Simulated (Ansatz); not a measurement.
Question: Predict a relaxed structure of the cluster Mg₄O₄ (the lowest singlet isomer of a short search), charge 0, singlet, at PBE-D4/def2-SVP (Ansatz).

Answer: 
```tsv
atom	x (Å)	y (Å)	z (Å)
Mg1	1.268	0.938	1.587
Mg2	-1.690	1.362	0.546
Mg3	1.690	-1.362	-0.546
Mg4	-1.268	-0.938	-1.587
O5	-0.337	1.836	1.704
O6	-2.362	0.339	-0.832
O7	0.336	-1.836	-1.703
O8	2.362	-0.338	0.831
```
Point group D4h (tolerance 0.1 Å). This is one stationary point.

The structure comes from a short search, and lower isomers may exist.
